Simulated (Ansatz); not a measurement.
Reaction (hydrogenolysis of the Si–Si bond): `[SiH3][SiH2]OBCl` + H₂ → `[SiH3]OBCl` + SiH₄

Computed with Ansatz on PBE0-D4/def2-TZVP structures; ΔE is electronic, products minus reactants. CCSD(T)/CBS adds triple-zeta CCSD(T) − MP2 to the extrapolated MP2 energy (def2 sets, frozen cores). This one scheme is used for every species. DFT in def2-TZVPP. B3LYP here is the variant with VWN-RPA as its local correlation; programs differ in this. One conformer a species, not always the lowest.

`[SiH3][SiH2]OBCl`:

```xyz
11

Si   -1.061    1.246    0.649
Si   -0.671   -1.018    0.177
O     0.816   -1.268   -0.537
B     1.801   -0.434   -0.884
Cl    3.253   -1.081   -1.630
H    -2.405    1.352    1.281
H    -0.040    1.775    1.591
H    -1.047    2.058   -0.596
H    -1.693   -1.549   -0.760
H    -0.693   -1.831    1.419
H     1.742    0.749   -0.709
```

H₂:

```xyz
2

H    -0.143   -0.244   -0.243
H     0.143    0.244    0.243
```

`[SiH3]OBCl`:

```xyz
8

Si   -0.882   -0.368    0.741
O     0.418   -0.625   -0.272
B     1.196    0.202   -0.975
Cl    0.923    1.951   -0.931
H    -1.981    0.282   -0.011
H    -1.297   -1.709    1.208
H    -0.465    0.474    1.886
H     2.089   -0.208   -1.647
```

SiH₄:

Cartesian coordinates in Å:
```
Si 0.000 0.000 0.000
H 0.117 -1.405 0.466
H 1.348 0.621 -0.044
H -0.865 0.761 0.936
H -0.600 0.023 -1.358
```

```
             level  ΔE (kJ/mol)  difference from CCSD(T)/CBS
            PBE-D4        -11.6                         16.5
         r2SCAN-D4        -20.8                          7.3
           PBE0-D4        -18.2                          9.9
          B3LYP-D4        -27.3                          0.8
           ωB97X-V        -28.8                         -0.7
           ωB97M-V        -32.2                         -4.1
            B2PLYP        -35.4                         -7.3
               PBE        -17.3                         10.8
            r2SCAN        -22.7                          5.4
              PBE0        -23.5                          4.6
     HF/def2-TZVPP        -59.6                        -31.5
    MP2/def2-TZVPP        -32.0                         -3.9
CCSD(T)/def2-TZVPP        -30.8                         -2.7
     HF/def2-QZVPP        -60.0                        -31.9
    MP2/def2-QZVPP        -30.6                         -2.5
     MP2/CBS(def2)        -29.3                         -1.2
       CCSD(T)/CBS        -28.1                            0
```

Largest T1 diagnostic among the species: 0.013.

The D4 term adds +9.0 kJ/mol with B3LYP and +5.3 kJ/mol with PBE0; it sums over pairs of atoms, weighted by their polarisabilities, and B3LYP, whose exchange is more repulsive, gets the larger term. In def2-TZVPP, CCSD(T) changes the Hartree–Fock value by +28.8 kJ/mol (the triples alone add +5.0 kJ/mol) and MP2 by +27.6 kJ/mol. From PBE to PBE0 (25 % exact exchange), in def2-TZVPP and without D4, ΔE moves by −6.3 kJ/mol.
